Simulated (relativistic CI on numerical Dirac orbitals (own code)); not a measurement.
**Line list: Electric-dipole lines, Yb³³⁺**

Method of calculation: Dirac-Coulomb-Breit CI, separate exchange-only KLI orbitals for each configuration, model QED, unscaled Slater integrals (own radial code, finite nucleus).

Configurations in the expansion (outside the closed core [Ar] 3d10): 4s2 4p6 4d, 4s2 4p6 4f, 4s2 4p5 4d2, 4s 4p6 4d2, 4s2 4p5 4d 4f, 4s 4p6 4d 4f, 4s2 4p6 5s, 4s2 4p6 5p, 4s2 4p6 5d, 4s2 4p5 4d 5s, 4p6 4d2 4f, 4s2 4p6 5f, 4s2 4p5 4d 5p, 4s 4p6 4f 5s, 4s2 4p6 5g, 4s 4p6 4d 5s, 4s2 4p5 4d 5d, 4s2 4p6 6s, 4p6 4d3, 4p5 4d4, 4p5 4d3 4f, 4p6 4d 4f2, 4p6 4f3, 4p5 4d2 4f2, 4p5 4d 4f3, 4p6 4f2 5s, 4s 4p6 4f2, 4s 4p5 4f3, 4s 4p6 4f 5p, 4s 4p5 4f2 5p, 4p6 4f2 5p. Double excitations out of closed p, d and f shells are left out; levels of such configurations are missing from the list, as are those of other unlisted configurations, and high levels can miss mixing partners. These lack a partner that the ground configuration has and come out too high: 4s2 4p5 4d 5s, 4s2 4p5 4d 5p, 4s2 4p5 4d 5d, 4s2 4p6 5d, 4s2 4p6 5f.

| λ vac (Å) | Lower | Upper | A (s⁻¹) | E lower (eV) | E upper (eV) |
| --- | --- | --- | --- | --- | --- |
| 19.731 | 4s2 4p6 4d 2D_3/2 [1] | 4s2 4p6 5f 2F°_5/2 [265] | 4.38e+12 | 0.000 | 628.382 |
| 20.125 | 4s2 4p6 4d 2D_5/2 [2] | 4s2 4p6 5f 2F°_7/2 [267] | 4.90e+12 | 13.982 | 630.055 |
| 25.555 | 4s2 4p6 4f 2F°_7/2 [33] | 4s2 4p6 5g 2G_9/2 [315] | 6.51e+12 | 196.525 | 681.696 |
| 52.277 | 4s2 4p6 4d 2D_3/2 [1] | 4s2 4p5 4d2 2D°_3/2 [42] | 2.82e+12 | 0.000 | 237.168 |
| 53.178 | 4s2 4p6 4d 2D_5/2 [2] | 4s2 4p5 4d2 2P°_3/2 [48] | 2.15e+12 | 13.982 | 247.131 |
| 53.228 | 4s2 4p6 4d 2D_5/2 [2] | 4s2 4p5 4d2 2F°_7/2 [47] | 2.21e+12 | 13.982 | 246.915 |
| 53.501 | 4s2 4p6 4d 2D_5/2 [2] | 4s2 4p5 4d2 2D°_5/2 [46] | 2.68e+12 | 13.982 | 245.726 |
| 53.915 | 4s2 4p6 4d 2D_3/2 [1] | 4s2 4p5 4d2 2P°_1/2 [40] | 1.71e+12 | 0.000 | 229.960 |
| 57.114 | 4s2 4p6 4d 2D_3/2 [1] | 4s2 4p5 4d2 2F°_5/2 [34] | 1.59e+12 | 0.000 | 217.082 |
| 63.641 | 4s2 4p6 4d 2D_3/2 [1] | 4s2 4p6 4f 2F°_5/2 [32] | 3.95e+11 | 0.000 | 194.817 |
| 63.711 | 4s2 4p5 4d2 4G°_7/2 [6] | 4s2 4p5 4d 4f 2G_9/2 [83] | 4.71e+11 | 142.701 | 337.304 |
| 64.434 | 4s2 4p5 4d2 2G°_9/2 [24] | 4s2 4p5 4d 4f 2H_11/2 [131] | 6.89e+11 | 171.850 | 364.271 |
| 65.011 | 4s2 4p5 4d2 4G°_9/2 [9] | 4s2 4p5 4d 4f 4H_11/2 [94] | 4.02e+11 | 152.281 | 342.992 |
| 65.145 | 4s2 4p5 4d2 2H°_11/2 [20] | 4s2 4p5 4d 4f 2I_13/2 [125] | 7.36e+11 | 167.100 | 357.421 |
| 65.538 | 4s2 4p5 4d2 2G°_9/2 [19] | 4s2 4p5 4d 4f 4G_11/2 [118] | 5.50e+11 | 163.361 | 352.540 |
| 65.543 | 4s2 4p5 4d2 4G°_11/2 [13] | 4s2 4p5 4d 4f 4H_13/2 [101] | 3.72e+11 | 155.862 | 345.027 |
| 66.250 | 4s2 4p5 4d2 2F°_7/2 [47] | 4s2 4p5 4d 4f 2G_9/2 [179] | 1.24e+12 | 246.915 | 434.061 |
| 67.921 | 4s2 4p6 4d 2D_5/2 [2] | 4s2 4p6 4f 2F°_7/2 [33] | 3.84e+11 | 13.982 | 196.525 |
| 69.967 | 4s2 4p6 4d 2D_5/2 [2] | 4s2 4p5 4d2 2D°_5/2 [31] | 5.15e+11 | 13.982 | 191.186 |
| 69.987 | 4s2 4p6 4d 2D_5/2 [2] | 4s2 4p5 4d2 2P°_3/2 [30] | 4.79e+11 | 13.982 | 191.135 |

Terms are leading LS components. Brackets give the number of a level in order of energy, since labels repeat. The list gives strong lines, with weight on those to low levels, without lines whose two gauges differ by over a factor of 2.5, among the lowest 400 of 8281 levels, so that lines to higher ones, which can be the strongest, are missing. Levels whose partners in the same complex of configurations lie outside the list can be far off, and so can their lines. Rates are taken at the computed energies, electric ones in the length gauge.

At this charge energies of transitions that change n are usually good to better than 1 %, and those within a shell (Δn = 0) to a few per cent.

LS names give the leading component of a level, which can be under half, so a name can repeat, a term be missing and a line seem to break the LS rules.
